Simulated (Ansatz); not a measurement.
A rate constant, worked out

An elementary step of Si$_{2}$H$_{5}$SF, closed shell (Si₂H₅SF ([F][SiH]([SiH3])[SH]) → Si₂H₄S ([SiH3][SiH][S]) + HF; Si–F, S–H broken or loosened, F–H formed or tightened). The start structure is the reactant molecule, and the electronic barrier above it is 2.248 eV by CCSD(T) at an estimated basis limit (MP2 extrapolated from triple and quadruple zeta, plus CCSD(T) − MP2 in triple zeta). Computed with Ansatz 0.2.0 (basis: def2-TZVPP and def2-QZVPP); correlated methods freeze the cores. Extrapolation: Hartree–Fock as exp(−7.88 √X), correlation as X^−2.97. Harmonic wavenumbers at PBE0-D4/def2-TZVP (Ansatz 0.2.0), in cm⁻¹:

Start: 96, 112, 178, 229, 250, 404, 499, 504, 545, 675, 802, 837, 878, 892, 933, 936, 2217, 2230, 2237, 2242, 2706.

Saddle: 81i, 76, 103, 125, 155, 377, 399, 479, 516, 539, 622, 714, 803, 871, 925, 930, 2188, 2218, 2239, 2265, 3726.

Problem. Work out the transition-state-theory rate constant at 500 K from these numbers alone (harmonic vibrations; rotation, path degeneracy and anharmonicity left out), and the Wigner tunnelling factor. Use 1 cm⁻¹ = 1.2398 × 10⁻⁴ eV and k_B = 8.617 × 10⁻⁵ eV/K.

Solution. Zero-point energies, half the sums: start 20402/2 cm⁻¹ = 1.2648 eV; saddle, real modes only, 20270/2 cm⁻¹ = 1.2566 eV.
Barrier with zero-point energy: 2.248 + 1.2566 − 1.2648 = 2.2398 eV.
k_BT = 0.04309 eV, so the barrier is 51.98 k_BT.
Vibrational partition functions from the zero-point level, ln q = −Σ ln(1 − exp(−hν/k_BT)): start 6.833, saddle 7.446.
k = (k_BT/h) exp(ln q‡ − ln q) exp(−E0/k_BT), with log₁₀(k_BT/h in s⁻¹) = 13.02: log₁₀ k = 13.02 + (0.613 − 51.98)/2.3026 = -9.29, so k ≈ 5 × 10^(-10) s⁻¹.
Wigner factor: 1 + (hν‡/k_BT)²/24 = 1 + (0.23)²/24 = 1.00. A change of 1 kcal/mol (0.043 eV) in the barrier would change k by a factor of 2.7 at this temperature.

T1 diagnostic: at most 0.018.

Labels in which every atom is bracketed show which atoms are joined, not bond orders.

For scale, one of the runs: CCSD(T)/def2-TZVPP, 227 basis functions, launched by `ansatz run in.yaml --threads 4 --pin off --events-out ev --progress --plain --max-ram 9574MiB`. The run took 59 s on 4 CPU threads of an Intel Xeon (shared host), with 3.4 GiB of host memory at its peak.
